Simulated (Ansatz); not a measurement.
Compare A (`[F][Zn][CH2][SiH3]`) with its isomer B (`F[CH]([SiH3])[ZnH]`).

Program: Ansatz. Geometries: PBE0-D4/def2-TZVP. ΔE: electronic, gas phase. CCSD(T)/CBS is the MP2 limit (def2-TZVPP, def2-QZVPP) plus CCSD(T) − MP2 in def2-TZVPP, frozen cores. DFT in def2-TZVPP. B3LYP here is the variant with VWN-RPA as its local correlation; programs differ in this. For Zn outer-core shells are correlated without core-valence functions, which leaves a few kJ/mol of doubt a bond. Scalar relativity is left out up to krypton. One conformer a species, not always the lowest.

Question: Which is lower in electronic energy at CCSD(T)/CBS, and by how much? (An estimate is asked.)

Answer: Ansatz gave: A, by 228.8 kJ/mol.

Question: Give E(B) − E(A) in kJ/mol with B2PLYP, MP2/def2-TZVPP, B3LYP-D4, PBE0-D4, r2SCAN-D4, B3LYP, CCSD/def2-TZVPP. (Best estimate.)

Answer: Ansatz gave: B2PLYP 220.1, MP2/def2-TZVPP 235.7, B3LYP-D4 207.9, PBE0-D4 210.7, r2SCAN-D4 215.2, B3LYP 209.9, CCSD/def2-TZVPP 221.6. None reverses the order clearly.

Largest T1 diagnostic: 0.015.

From PBE to PBE0 (25 % exact exchange), in def2-TZVPP and without D4, E(B) − E(A) moves by +6.3 kJ/mol.
